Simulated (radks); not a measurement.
Problem. These are the eigenvalues of the occupied orbitals of an atom or ion with whole-number occupations (eV). All-electron calculation, scalar-relativistic Kohn-Sham, PBE, spin-polarised, spherical densities, finite nucleus; Fermi nuclear charge, rms radius of each element as measured or else 0.836 A^(1/3) + 0.57 fm. Program: a radial shooting solver on a logarithmic mesh with Libxc functionals.

1s up: -85591.78
1s down: -85591.74
2s up: -15250.31
2s down: -15250.10
2p up: -13123.28
2p down: -13123.09
3s up: -3648.775
3s down: -3648.676
3p up: -3036.224
3p down: -3036.113
3d up: -2400.300
3d down: -2400.133
4s up: -823.0485
4s down: -822.8224
4p up: -622.1463
4p down: -621.9313
4d up: -386.2836
4d down: -386.0339
5s up: -142.0166
5s down: -140.7020
4f up: -125.2793
4f down: -124.9540
5p up: -86.7641
5p down: -85.2209
5d up: -24.4627
5d down: -22.6449
6s up: -14.2795
6s down: -12.1347
6p up: -5.1386

Which element is it, and in what charge state? The configuration may be excited. Open shells, if any, are filled with parallel spins first.

Solution. Z = 81, thallium, charge 0: Tl in [Xe] 4f14 5d8 6s2 6p3. The list shows which subshells hold electrons but not how many an open one holds; the 1s level, -3145.4 hartree, gives Z - s = 79.3 by -(Z - s)^2/2, which with screening and relativity narrows Z to a few neighbours, and the depths of the outer levels then fix element, charge and occupations together.
